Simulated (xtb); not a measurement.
Cl₂Se, singlet, at a GFN2-xTB geometry; GFN1-xTB run with xtb.

Input for xtb:
```
$ xtb mol.xyz --gfn 1 --etemp 10000 --json

# file mol.xyz
3

Se     0.00136488     0.00124916     0.68646471
Cl     1.04133364     1.25945705    -0.69083200
Cl    -1.04406340    -1.26195537    -0.68209743
```

Q: Write the output that xtb gives for this input, abridged.

A: 
```
   ID    Z sym.   atoms
    1   34 Se     1
    2   17 Cl     2, 3

           -------------------------------------------------
          |                Calculation Setup                |
           -------------------------------------------------

           -------------------------------------------------
          |                 G F N 1 - x T B                 |
           -------------------------------------------------

          ...................................................
          :                      SETUP                      :
          :.................................................:
          :  # basis functions                  30          :
          :  # atomic orbitals                  27          :
          :  # shells                            9          :
          :  # electrons                        20          :
          :  # halogen bonds                     0          :
          :  max. iterations                   250          :
          :  Hamiltonian                  GFN1-xTB          :
          :  restarted?                      false          :
          :  GBSA solvation                  false          :
          :  PC potential                    false          :
          :  electronic temp.        10000.0000000     K    :
          :  accuracy                    1.0000000          :
          :  -> integral cutoff          0.2500000E+02      :
          :  -> integral neglect         0.1000000E-07      :
          :  -> SCF convergence          0.1000000E-05 Eh   :
          :  -> wf. convergence          0.2000000E-04 e    :
          :  Broyden damping             0.4000000          :
          :  net charge                          0          :
          :  unpaired electrons                  0          :
          ...................................................

 iter      E             dE          RMSdq      gap      omega  full diag
   1    -11.8887703 -0.118888E+02  0.211E+00    3.02       0.0  T
   2    -11.8887727 -0.240599E-05  0.123E+00    3.02       1.0  T
   3    -11.8887413  0.314300E-04  0.129E-01    3.02       1.0  T
   4    -11.8887759 -0.345635E-04  0.113E-02    3.02       5.1  T
   5    -11.8887761 -0.190403E-06  0.429E-03    3.02      13.5  T
   6    -11.8887761 -0.182920E-07  0.254E-05    3.02    2273.8  T
   7    -11.8887761 -0.857980E-12  0.719E-06    3.02    8028.6  T

   *** convergence criteria satisfied after 7 iterations ***

         :::::::::::::::::::::::::::::::::::::::::::::::::::::
         ::                     SUMMARY                     ::
         :::::::::::::::::::::::::::::::::::::::::::::::::::::
         :: total energy             -11.884554651965 Eh    ::
         :: gradient norm              0.047894136560 Eh/a0 ::
         :: HOMO-LUMO gap              3.021258880370 eV    ::
         ::.................................................::
         :: SCC energy               -11.888776074348 Eh    ::
         :: -> electrostatic           0.005095213528 Eh    ::
         :: repulsion energy           0.005370809508 Eh    ::
         :: dispersion energy         -0.001149387125 Eh    ::
         :: halogen bond corr.         0.000000000000 Eh    ::
         :: add. restraining           0.000000000000 Eh    ::
         :: total charge              -0.000000001047 e     ::
         :::::::::::::::::::::::::::::::::::::::::::::::::::::

           -------------------------------------------------
          |                Property Printout                |
           -------------------------------------------------

    * Orbital Energies and Occupations

         #    Occupation            Energy/Eh            Energy/eV
      -------------------------------------------------------------
         1        2.0000           -0.9427553             -25.6537
         2        2.0000           -0.9036963             -24.5908
         3        2.0000           -0.8882335             -24.1701
         4        1.9955           -0.5377325             -14.6324
         5        1.9931           -0.5241109             -14.2618
         6        1.9868           -0.5034396             -13.6993
         7        1.9640           -0.4713864             -12.8271
         8        1.9624           -0.4699643             -12.7884
         9        1.9542           -0.4636116             -12.6155
        10        1.6527           -0.3941659             -10.7258 (HOMO)
        11        0.2500           -0.2831366              -7.7045 (LUMO)
        12        0.2395           -0.2815944              -7.6626
        13        0.0004           -0.0726744              -1.9776
        14        0.0003           -0.0678370              -1.8459
        15        0.0002           -0.0601264              -1.6361
        16        0.0001           -0.0417358              -1.1357
        17        0.0001           -0.0402970              -1.0965
        18        0.0001           -0.0385181              -1.0481
        19        0.0001           -0.0375832              -1.0227
        20        0.0001           -0.0369054              -1.0042
        21        0.0001           -0.0336975              -0.9170
       ...           ...                  ...                  ...
        27                          0.4057553              11.0412
      -------------------------------------------------------------
                  HL-Gap            0.1110292 Eh            3.0213 eV
             Fermi-level           -0.3447593 Eh           -9.3814 eV

  Mulliken/CM5 charges         n(s)   n(p)   n(d)
     1Se    0.19451  0.20455   1.982  3.619  0.204
     2Cl   -0.09725 -0.10227   1.964  5.108  0.025
     3Cl   -0.09725 -0.10227   1.964  5.108  0.025

Wiberg/Mayer (AO) data.
largest (>0.10) Wiberg bond orders for each atom

 ---------------------------------------------------------------------------
     #   Z sym  total        # sym  WBO       # sym  WBO       # sym  WBO
 ---------------------------------------------------------------------------
     1  34 Se   1.902 --     3 Cl   0.951     2 Cl   0.951
     2  17 Cl   1.000 --     1 Se   0.951
     3  17 Cl   1.000 --     1 Se   0.951
 ---------------------------------------------------------------------------

Topologies differ in total number of bonds
Writing topology from bond orders to xtbtopo.mol

 dipole moment from electron density (au)
     X       Y       Z
   0.0013   0.0012   0.6629  total (Debye):    1.685

           -------------------------------------------------
          | TOTAL ENERGY              -11.884554651965 Eh   |
          | GRADIENT NORM               0.047894136560 Eh/α |
          | HOMO-LUMO GAP               3.021258880370 eV   |
           -------------------------------------------------

normal termination of xtb
```
